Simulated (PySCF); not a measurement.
Members of one family of related compounds. Method: PySCF 2.14.0, density-fitted response routines, TDDFT B3LYP/def2-SVPD, vertical, gas phase, core orbitals frozen in the response. Geometries: PBE0-D3(BJ)/def2-SVP; one conformer of each isolated species. Triplets are in the Tamm–Dancoff approximation. 'Strongest' means the level of largest summed f among the lowest 10 singlets; it needn't be the same kind of state in each.

Task: Rank by computed LUMO energy, lowest first.
A. `N[SiH2]C=O`
B. `N[SiH2]B(Cl)Cl`
C. `N[SiH2]C(F)(F)F`
D. `NC[SiH2]N`
E. `N[SiH2]C(N)=O`
F. `N#CC[SiH2]N`

Result: B (-2.29 eV), A (-1.91 eV), E (-0.53 eV), C (-0.37 eV), F (-0.20 eV), D (0.02 eV).

| SMILES | LUMO (eV) | S1 (eV) | HOMO (eV) | f (strongest) | f (S1) | T1 (eV) | S1 mainly |
| --- | --- | --- | --- | --- | --- | --- | --- |
| N[SiH2]B(Cl)Cl | -2.29 | 4.14 | -7.31 | 0.08 | 0.005 | 3.73 | H→L (98%) |
| N[SiH2]C=O | -1.91 | 3.12 | -6.70 | 0.15 | 0.001 | 2.45 | H→L (97%) |
| N[SiH2]C(N)=O | -0.53 | 4.65 | -6.58 | 0.14 | 0.003 | 4.06 | H→L (80%) |
| N[SiH2]C(F)(F)F | -0.37 | 6.34 | -7.82 | 0.03 | 0.023 | 5.97 | H→L (99%) |
| N#CC[SiH2]N | -0.20 | 6.32 | -7.60 | 0.04 | 0.015 | 5.96 | H→L (97%) |
| NC[SiH2]N | 0.02 | 5.39 | -6.22 | 0.08 | 0.010 | 5.24 | H→L (95%) |

H and L stand for HOMO and LUMO.

- `N[SiH2]B(Cl)Cl`: Löwdin shares by element: HOMO nitrogen 58%, hydrogen 15% or more, silicon 15%; LUMO boron 48%, chlorine 35%, silicon 12%.
- `N[SiH2]C=O`: Löwdin shares by element: HOMO oxygen 46%, carbon 21%, silicon 11%, hydrogen 10% or more; LUMO carbon 40%, oxygen 33%, silicon 14%, hydrogen 6% or more.
- `N[SiH2]C(N)=O`: Löwdin shares by element: HOMO oxygen 54%, carbon 15%, silicon 10%, nitrogen 8% or more; LUMO silicon 23%, carbon 21%, oxygen 14%, nitrogen 11% or more (atoms not listed hold the other 30%).
- `N[SiH2]C(F)(F)F`: Löwdin shares by element: HOMO nitrogen 57%, silicon 12%, carbon 8%, hydrogen 5% or more (atoms not listed hold the other 17%); LUMO silicon 30%, hydrogen 24% or more, nitrogen 15% (atoms not listed hold the other 31%).
- `N#CC[SiH2]N`: Löwdin shares by element: HOMO nitrogen 59% or more, hydrogen 14% or more, silicon 13%; LUMO silicon 31%, hydrogen 21% or more, nitrogen 12% or more (atoms not listed hold the other 37%).
- `NC[SiH2]N`: Löwdin shares by element: HOMO nitrogen 53% or more, carbon 17%, silicon 10%, hydrogen 5% or more; LUMO hydrogen 29% or more, silicon 28%, nitrogen 15% or more (atoms not listed hold the other 28%).
